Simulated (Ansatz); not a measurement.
Al₂F₂H₄O₂, SMILES `[F][Al@H-]1[OH+][Al@@H-]([F])[OH+]1`. The species carries charge 0 and has multiplicity 1.

Cartesian coordinates in Å:
```
F -0.8970 -2.1626 -1.0973
Al -1.0553 -0.5581 -0.7302
O 0.5611 0.2717 -1.0295
Al 1.0125 0.6491 0.7154
F 2.3023 -0.2947 1.1394
O -0.6062 -0.1712 1.0102
H -2.3384 0.2047 -1.2162
H 1.1939 -0.0305 -1.6823
H 1.0165 2.1634 1.1294
H -1.1894 -0.0717 1.7612
```

(1) What are the harmonic wavenumbers in cm⁻¹ at PBE0-D4/def2-TZVP (Ansatz, finite differences of forces, unscaled)? (Estimate.)

(2) Is this a minimum?

(3) Give the ideal-gas thermochemistry at 298.15 K and 1 bar (rigid rotor, harmonic oscillator; point group Cs, symmetry number 1).

Results:

(1) Ansatz gave: 71, 148, 153, 216, 239, 253, 393, 429, 482, 516, 571, 602, 644, 659, 667, 696, 813, 854, 890, 909, 1984, 1990, 3927, 3952.

(2) Yes, all 24 modes are real.

(3) Zero-point energy 132.0 kJ/mol; H(298) − E = 156.9 kJ/mol; entropy 374.8 J/(mol·K), of which translation 169.4, rotation 117.1, vibration 88.3; G(298) − E = 45.2 kJ/mol. Modes under 100 cm⁻¹ are hindered rotations or soft bends, so the harmonic entropy is rough.
